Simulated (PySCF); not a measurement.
fluoromethyl(silyloxy)silane (CH7FOSi2), SMILES FC[SiH2]O[SiH3]. Atoms are numbered in the order given.

```xyz
12

F     -3.1394     0.1226     0.0152
C     -1.9455    -0.5956     0.0438
Si    -0.5111     0.6419    -0.0340
O      0.8961    -0.2382     0.0014
Si     2.5550    -0.2962     0.0037
H     -1.9227    -1.2963    -0.8105
H     -1.9081    -1.2013     0.9674
H     -0.5846     1.5624     1.1351
H     -0.6046     1.4327    -1.2931
H      3.0958     0.4483     1.1779
H      3.0943     0.3114    -1.2474
H      2.9737    -1.7214     0.0838
```

Geometry: B3LYP-D3(BJ)/def2-SVP. Other conformers were not sampled.

Two levels are set side by side: PBE/pcSseg-1 (PySCF) and B3LYP/pcSseg-1 (PySCF). GIAO shifts against CFCl3 (¹⁹F), H2O (¹⁷O), TMS (²⁹Si), TMS (¹H), TMS (¹³C) at the same level; non-relativistic, no solvent, atoms listed together averaged. Differences are taken from unrounded values.

```
quantity                B3LYP     PBE  PBE minus B3LYP
---------------------  ------  ------  ---------------
δ(¹⁹F) of F1 (ppm)     -318.0  -338.5            -20.5
δ(¹³C) of C2 (ppm)       79.2    80.3              1.1
δ(²⁹Si) of Si3 (ppm)    -29.9   -25.3              4.6
δ(¹⁷O) of O4 (ppm)        9.3    12.3              2.9
δ(²⁹Si) of Si5 (ppm)    -41.8   -36.2              5.6
δ(¹H) of H6, H7 (ppm)    4.93    5.06             0.14
δ(¹H) of H8, H9 (ppm)    5.19    5.46             0.27
```

Rough cost on one machine, each run with all the roots and properties that it gave: B3LYP against PBE within a factor of 2.
